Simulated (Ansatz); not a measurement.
One geometry of `CN(C)c1ccc(-c2ccc(-c3ccc(C#N)cc3)cc2)cc1`, several levels of theory.

```yaml
crystal:
  periodic: [false, false, false]
  atoms:
    - {symbol: C, position_ang: [-6.448449, -0.748748, -1.443129]}
    - {symbol: N, position_ang: [-5.798494, -0.110651, -0.316726]}
    - {symbol: C, position_ang: [-6.592885, 0.525472, 0.714440]}
    - {symbol: C, position_ang: [-4.419279, -0.084861, -0.239323]}
    - {symbol: C, position_ang: [-3.746621, 0.524262, 0.857959]}
    - {symbol: C, position_ang: [-2.353493, 0.546561, 0.925148]}
    - {symbol: C, position_ang: [-1.541781, -0.033612, -0.076820]}
    - {symbol: C, position_ang: [-0.067091, -0.006686, 0.005272]}
    - {symbol: C, position_ang: [0.618133, 1.046529, 0.657599]}
    - {symbol: C, position_ang: [2.012519, 1.074344, 0.731576]}
    - {symbol: C, position_ang: [2.799159, 0.047571, 0.159960]}
    - {symbol: C, position_ang: [4.276275, 0.076504, 0.237138]}
    - {symbol: C, position_ang: [5.029319, -1.120452, 0.311328]}
    - {symbol: C, position_ang: [6.422987, -1.100435, 0.382397]}
    - {symbol: C, position_ang: [7.117110, 0.132812, 0.381008]}
    - {symbol: C, position_ang: [8.547380, 0.161042, 0.452951]}
    - {symbol: N, position_ang: [9.720507, 0.182889, 0.512437]}
    - {symbol: C, position_ang: [6.378484, 1.337674, 0.308955]}
    - {symbol: C, position_ang: [4.985116, 1.302483, 0.238515]}
    - {symbol: C, position_ang: [2.117800, -1.007530, -0.489934]}
    - {symbol: C, position_ang: [0.723579, -1.032529, -0.566477]}
    - {symbol: C, position_ang: [-2.214584, -0.638688, -1.163399]}
    - {symbol: C, position_ang: [-3.606279, -0.665883, -1.253695]}
    - {symbol: H, position_ang: [-7.544736, -0.692052, -1.315496]}
    - {symbol: H, position_ang: [-6.173052, -1.824751, -1.530047]}
    - {symbol: H, position_ang: [-6.193857, -0.260263, -2.412513]}
    - {symbol: H, position_ang: [-7.665523, 0.417891, 0.470628]}
    - {symbol: H, position_ang: [-6.426037, 0.068191, 1.716756]}
    - {symbol: H, position_ang: [-6.371800, 1.614042, 0.803429]}
    - {symbol: H, position_ang: [-4.318607, 0.975500, 1.678696]}
    - {symbol: H, position_ang: [-1.880385, 1.004547, 1.806994]}
    - {symbol: H, position_ang: [0.042978, 1.873202, 1.100605]}
    - {symbol: H, position_ang: [2.503592, 1.903215, 1.263649]}
    - {symbol: H, position_ang: [4.505953, -2.087436, 0.340620]}
    - {symbol: H, position_ang: [6.990073, -2.040206, 0.448561]}
    - {symbol: H, position_ang: [6.911954, 2.299138, 0.297812]}
    - {symbol: H, position_ang: [4.429623, 2.247994, 0.153234]}
    - {symbol: H, position_ang: [2.694445, -1.816144, -0.964113]}
    - {symbol: H, position_ang: [0.230867, -1.879528, -1.066707]}
    - {symbol: H, position_ang: [-1.629241, -1.077121, -1.985808]}
    - {symbol: H, position_ang: [-4.065676, -1.134281, -2.133481]}
basis:
  gaussian: {orbitals: def2-TZVP, fitting: {mean_field: def2-universal-jkfit}, initial_orbitals: start.molden}
hamiltonian: {xc: pbe, dispersion: d4}
scf: {omitted_lower_state_checks: [starts]}
output: {orbitals: {seedname: orbitals}}
```

The file start.molden holds the orbitals of an earlier run on this structure, at another level or in another basis.

```sh
$ ansatz run in.yaml --threads 2 --pin off --events-out ev --progress --plain --max-ram 22528MiB --backend cuda --devices 0, --max-vram 18GiB
```

Shortened log:

```
Functional definition: PBE
2053 factors; integrals over basis functions are off by at most 4.3e-1 eV
mean field evaluation 1: about -25026.3839 eV, gradient 1.9e1 eV
mean field evaluation 2: about -25026.7883 eV, gradient 4.0e-1 eV
mean field evaluation 4: about -25026.7666 eV, gradient 4.4e-3 eV
mean field -25026.76660835 eV, -919.7167091052 hartree, gradient 1.4e-5 eV, S^2 0.000000; 0 other end points of the search recorded, 0 dependent functions left out
reference -25026.76669876 eV, -919.7167124277 hartree; 79, 79 occupied and 742, 742 virtual orbitals, 2053 factors
Total energy: -25028.26089849 eV, -919.7716232548 hartree
Checks for a lower state left out: starts
```

Run time 5.5 s (2 threads of AMD EPYC 7R13 on a shared host and a share (18 GiB) of an NVIDIA H100 80GB HBM3).

First input, but with `gaussian: {orbitals: def2-SVP, fitting: {mean_field: def2-universal-jkfit}, initial_orbitals: start.molden}` (abridged; 4.5 s):

```
Functional definition: PBE
mean field -25000.44456830 eV, -918.7493919752 hartree, gradient 1.6e-5 eV, S^2 0.000000
Total energy: -25001.93883334 eV, -918.8043052024 hartree
Checks for a lower state left out: starts
```

As the first input, with `gaussian: {orbitals: def2-SVP, fitting: {mean_field: def2-universal-jkfit}, initial_orbitals: start.molden}`, `hamiltonian: {xc: pbe0, dispersion: d4}` (abridged; 5.5 s):

```
Functional definition: PBE0
mean field -25002.65682603 eV, -918.8306909472 hartree, gradient 1.4e-5 eV, S^2 0.000000
Total energy: -25003.93872794 eV, -918.8777999734 hartree
Checks for a lower state left out: starts
```

First input, but with `hamiltonian: {xc: r2scan, dispersion: d4}` (abridged; 6.5 s):

```
Functional definition: r2SCAN
mean field -25044.37822917 eV, -920.3639242326 hartree, gradient 1.5e-5 eV, S^2 0.000000
Total energy: -25044.80828636 eV, -920.3797285430 hartree
Checks for a lower state left out: starts
```

First input, but with `hamiltonian: {xc: pbe0, dispersion: d4}`, `output: {forces: true, orbitals: {seedname: orbitals}}` (abridged; 6.5 s):

```
Functional definition: PBE0
mean field -25028.69241250 eV, -919.7874811023 hartree, gradient 2.0e-5 eV, S^2 0.000000
Total energy: -25029.97432860 eV, -919.8345906500 hartree
Atom 0 force    -0.088286    -0.100126    -0.179487 eV/Å
Atom 1 force     0.227400     0.007776     0.016236 eV/Å
Atom 2 force    -0.111723     0.095198     0.151781 eV/Å
Atom 3 force     0.247408     0.007093     0.007646 eV/Å
Atom 4 force     0.090558    -0.110968    -0.175510 eV/Å
Atom 5 force    -0.042576    -0.161414    -0.211020 eV/Å
Atom 6 force    -0.501636    -0.002012    -0.031403 eV/Å
Atom 7 force     0.492956     0.009161     0.024258 eV/Å
Atom 8 force     0.081600    -0.190118    -0.131042 eV/Å
Atom 9 force    -0.053765    -0.221245    -0.106276 eV/Å
Atom 10 force    -0.495510    -0.009704    -0.028325 eV/Å
Atom 11 force     0.490527     0.012916     0.028327 eV/Å
Atom 12 force     0.067204     0.220991     0.019050 eV/Å
Atom 13 force    -0.036031     0.279097    -0.013927 eV/Å
Atom 14 force    -0.637026    -0.013091    -0.023826 eV/Å
Atom 15 force     2.109682     0.034396     0.108727 eV/Å
Atom 16 force    -2.543024    -0.045226    -0.130032 eV/Å
Atom 17 force    -0.025700    -0.279404    -0.001256 eV/Å
Atom 18 force     0.075092    -0.219614    -0.017552 eV/Å
Atom 19 force    -0.070691     0.219717     0.100105 eV/Å
Atom 20 force     0.058696     0.192643     0.141132 eV/Å
Atom 21 force    -0.071599     0.149771     0.207735 eV/Å
Atom 22 force     0.068513     0.112645     0.186010 eV/Å
Atom 23 force     0.557830    -0.009955    -0.029557 eV/Å
Atom 24 force    -0.120369     0.538110     0.087757 eV/Å
Atom 25 force    -0.109879    -0.204947     0.507419 eV/Å
Atom 26 force     0.553484     0.037331     0.091675 eV/Å
Atom 27 force    -0.062653     0.188813    -0.514250 eV/Å
Atom 28 force    -0.090206    -0.539979    -0.083983 eV/Å
Atom 29 force     0.269482    -0.227809    -0.428377 eV/Å
Atom 30 force    -0.244753    -0.237267    -0.449807 eV/Å
Atom 31 force     0.299212    -0.424950    -0.236895 eV/Å
Atom 32 force    -0.252071    -0.432314    -0.272048 eV/Å
Atom 33 force     0.275204     0.507424    -0.009155 eV/Å
Atom 34 force    -0.292591     0.493377    -0.034197 eV/Å
Atom 35 force    -0.275744    -0.503862     0.007690 eV/Å
Atom 36 force     0.292850    -0.495993     0.041684 eV/Å
Atom 37 force    -0.297190     0.421080     0.240734 eV/Å
Atom 38 force     0.256311     0.435377     0.265390 eV/Å
Atom 39 force    -0.301908     0.228360     0.418332 eV/Å
Atom 40 force     0.210922     0.238720     0.456237 eV/Å
Dipole moment:    -1.993230    -0.034345    -0.107993 e Å
Checks for a lower state left out: starts
```

Geometry: PBE-D4/def2-SVP.

Single mean-field runs in def2-SVP, def2-TZVP are fitted with def2-universal-jkfit.
